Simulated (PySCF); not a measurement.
C3H7FO3Si2.
Atom-mapped SMILES: `[O:1]=[C:2]([OH:3])[C@@H:4]1[CH2:5][Si@H:6]([F:7])[O:8][SiH2:9]1`

Geometry (GFN2-xTB, Å), atoms numbered from 1 in this order:
```
atom  x, y, z in Å
O1     2.8489    0.0333    0.9066
C2     1.9129   -0.2276    0.1913
O3     2.0892   -0.5245   -1.1103
C4     0.4904   -0.1683    0.6065
C5    -0.4601   -1.1255   -0.1281
Si6   -2.1704   -0.3033   -0.1880
F7    -2.8076   -0.3873   -1.6583
O8    -1.7278    1.2498    0.0452
Si9   -0.1642    1.6333    0.3299
H10    3.0340   -0.4981   -1.3243
H11    0.4618   -0.3587    1.6823
H12   -0.4435   -2.1072    0.3443
H13   -0.1022   -1.2646   -1.1506
H14   -3.2103   -0.6319    0.7587
H15   -0.1393    2.4257    1.5483
H16    0.3804    2.2637   -0.8648
```

NICS is the negative of the GIAO shielding at a point without a nucleus: at the ring centre (0) and 1 Å above and below it (1); zz is the component along the ring normal. Level: GIAO PBE0/pcSseg-1 (PySCF, non-relativistic, gas phase) on the GFN2-xTB geometry, one conformer.

Ring bond lengths (Å), with Mayer bond orders in brackets: C4–C5 1.536 (0.98), C5–Si6 1.899 (0.89), Si6–O8 1.632 (0.95), O8–Si9 1.635 (0.94), Si9–C4 1.937 (0.79).

Question: Give the NICS values of each ring in ppm.

Answer: 
```tsv
ring	type	NICS(0)	NICS(1), two faces	NICS(1)zz, two faces	rms pucker (Å)	centre to ring atoms, mean (Å)
C4–C5–Si6–O8–Si9	5-membered ring with O and 2 Si; formal bonds all single	-5.0	-2.5 / -3.4	-0.5 / -2.9	0.14	1.46
```

Question: What can be read from them?

Answer: 
- C4–C5–Si6–O8–Si9: mean NICS(1)zz -1.7 ppm, near zero. C4, C5, Si6, Si9 have four or more neighbours; no verdict on aromaticity is drawn.

Question: What field does 7.05 T along the ring normal induce along that normal at the second NICS(1) probe listed for ring C4–C5–Si6–O8–Si9, 1 Å off the ring?

Answer: NICSzz × B0 = -2.9 ppm × 7.05 T = -20 μT, against the applied field.

Time: 40 s; peak memory 0.92 GiB. Hardware: one thread, Arm Neoverse V1 (aarch64) (shared host). This is the whole shielding run at PBE0/pcSseg-1, SCF included.
